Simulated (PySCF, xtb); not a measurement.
C₂H₄BNO₂, SMILES OB1C=NCO1. The values are those of a single conformer.

Harmonic wavenumbers (cm⁻¹) from GFN2-xTB run with xtb at its own minimum, in rising order: 205, 320, 355, 562, 580, 605, 767, 827, 857, 912, 1000, 1017, 1024, 1124, 1136, 1213, 1257, 1382, 1429, 1649, 2905, 2934, 3104, 3612.

Question: What does PBE-D3(BJ)/def2-SVP in PySCF 2.14.0 give at its own minimum? (Estimate from the structure and the level; the computed values follow.)

Answer: 195, 345, 370, 535, 581, 636, 759, 851, 870, 930, 973, 1032, 1032, 1174, 1188, 1262, 1333, 1393, 1486, 1591, 2965, 3011, 3080, 3729. Paired by order, the mean absolute difference is 36 cm⁻¹ and the zero-point energies are 44.0 and 44.8 kcal/mol.
